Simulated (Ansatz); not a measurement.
The cluster Au₂O⁺. Total charge 1; doublet. Geometry r2SCAN-D4/def2-TZVP.

| atom | x (Å) | y (Å) | z (Å) |
| --- | --- | --- | --- |
| Au1 | 0.195 | -1.110 | 1.282 |
| Au2 | 0.248 | 0.710 | -1.532 |
| O3 | -0.443 | 0.400 | 0.250 |

In the def2 sets Au takes a core potential; there is no spin–orbit coupling. The structure comes from a short search, and lower isomers may exist.

(1) Estimate the α-spin orbital energies around the gap (eV) in Ansatz with HF/def2-TZVP, PBE-D4/def2-SVP, r2SCAN-D4/def2-TZVP, PBE0-D4/def2-SVP, CAM-B3LYP-D4/def2-TZVP.

Results:

(1) 
| orbital | HF/def2-TZVP | PBE-D4/def2-SVP | r2SCAN-D4/def2-TZVP | PBE0-D4/def2-SVP | CAM-B3LYP-D4/def2-TZVP |
| --- | --- | --- | --- | --- | --- |
| HOMO−13 | -42.40 | -30.39 | -32.10 | -33.44 | -35.07 |
| HOMO−12 | -24.15 | -18.38 | -18.52 | -19.82 | -21.08 |
| HOMO−11 | -23.83 | -16.70 | -17.22 | -18.78 | -20.15 |
| HOMO−10 | -22.55 | -16.51 | -16.81 | -18.12 | -19.51 |
| HOMO−9 | -19.02 | -14.41 | -14.53 | -15.71 | -17.03 |
| HOMO−8 | -18.77 | -14.05 | -14.17 | -15.37 | -16.70 |
| HOMO−7 | -18.74 | -14.04 | -14.14 | -15.35 | -16.70 |
| HOMO−6 | -18.63 | -13.67 | -13.87 | -15.08 | -16.45 |
| HOMO−5 | -18.57 | -13.67 | -13.86 | -15.07 | -16.43 |
| HOMO−4 | -18.50 | -13.57 | -13.77 | -14.97 | -16.32 |
| HOMO−3 | -18.50 | -13.56 | -13.76 | -14.97 | -16.32 |
| HOMO−2 | -18.06 | -13.01 | -13.31 | -14.53 | -15.82 |
| HOMO−1 | -16.83 | -12.54 | -12.66 | -13.71 | -15.02 |
| HOMO | -16.26 | -12.45 | -12.52 | -13.50 | -14.78 |
| LUMO | -5.13 | -10.45 | -10.18 | -9.20 | -8.13 |
| LUMO+1 | -4.35 | -9.49 | -9.20 | -8.24 | -7.24 |
| LUMO+2 | -2.29 | -5.26 | -4.80 | -4.49 | -3.89 |
| LUMO+3 | -2.23 | -5.12 | -4.64 | -4.39 | -3.80 |
| LUMO+4 | -1.40 | -4.33 | -3.82 | -3.56 | -3.00 |
| LUMO+5 | -1.10 | -3.95 | -3.48 | -3.17 | -2.66 |
| β HOMO | -15.67 | -12.35 | -12.43 | -13.33 | -14.60 |
| β LUMO | -4.87 | -11.80 | -11.32 | -10.14 | -8.86 |
